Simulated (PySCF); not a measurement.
C5H5F. Atoms are numbered in the order given.

```xyz
11

C     -0.4088     2.5911     0.0000
C     -0.0943     1.3244     0.0000
C      0.1875     0.0346     0.0000
F      1.4669    -0.3706     0.0000
C     -0.8000    -1.0334     0.0000
C     -0.4805    -2.3330     0.0000
H     -0.5447     3.1489    -0.9352
H     -0.5447     3.1489     0.9352
H     -1.8433    -0.7061     0.0000
H      0.5627    -2.6568     0.0000
H     -1.2554    -3.1021     0.0000
```
Charge 0, spin multiplicity 1.

Geometry optimised at PBE0-D3(BJ)/def2-SVP. The values are those of a single conformer.

Method: PySCF with PBE/pcSseg-1.

GIAO shieldings, no solvent; atoms listed in one row are averaged. δ = σ(ref) − σ: ¹³C against TMS (σ = 182.0 ppm); ¹⁹F against CFCl3 (σ = 133.6 ppm); ¹H against TMS (σ = 31.49 ppm), references at their B3LYP-D3(BJ)/def2-TZVP geometries, non-relativistic.

Computed chemical shifts:
```tsv
nucleus	atoms	count	δ (ppm)
¹³C	C2	1	221.5
¹³C	C3	1	149.8
¹³C	C5	1	136.6
¹³C	C6	1	120.5
¹³C	C1	1	97.5
¹⁹F	F4	1	-186.6
¹H	H9	1	6.39
¹H	H7, H8	2	6.25
¹H	H10	1	5.99
¹H	H11	1	5.64
```
